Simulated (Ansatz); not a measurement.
The same path of Cl$_{2}$FSi (4 atoms, charge -1, multiplicity 1) was run 3 times with different band settings. The coordinate that changes most is the height of Si2 over the plane of its neighbours.

All numbers below come from RKS PBE0-D4/def2-TZVP in Ansatz 0.2.0.

Relaxed end points:

```xyz
4
Properties=species:S:1:pos:R:3
F 1.182 -0.327 0.939
Si 0.183 -0.679 -0.328
Cl -1.729 -0.284 0.738
Cl 0.363 1.290 -1.348
```

```xyz
4
Properties=species:S:1:pos:R:3
F 1.131 -0.118 1.045
Si -0.147 0.672 0.360
Cl -1.538 -1.064 0.340
Cl 0.554 0.510 -1.745
```

Common settings: movable images 5; climbing image yes; spring 5.0 eV/Å²; start path IDPP; iteration limit 60; end points relaxed.

| run | optimiser | force threshold | largest step |
| --- | --- | --- | --- |
| 1 | quadratic models (default) | 0.05 eV/Å | default |
| 2 | lbfgs | 0.05 eV/Å | 0.02 Å |
| 3 | quadratic models (default) | 0.5 eV/Å | default |

Task: What does each run give, and how far can it be trusted?

Result: Run 1: converged after 12 iterations, highest image 1.096 eV above the first end. A vibrational analysis at the climbing image gives one clearly imaginary mode, 129i cm⁻¹: a first-order saddle point.
Run 2: not converged after 60 iterations, highest image 1.403 eV above the first end. The band didn't meet its force threshold, so its energies are provisional: the largest band force was still 0.32 eV/Å, and over the last iterations the top moved between 1.40 and 1.46 eV.
Run 3: converged after 3 iterations, highest image 1.907 eV above the first end. The threshold of 0.5 eV/Å is loose, so the images may lie well off the minimum-energy path. The order of the stationary point at the top wasn't checked. Another band between the same ends, with other settings, climbed to 1.10 eV only, so this may not be the lowest route.
Limits of this set-up: an anion without diffuse functions, the dipole of an ion depends on the origin.
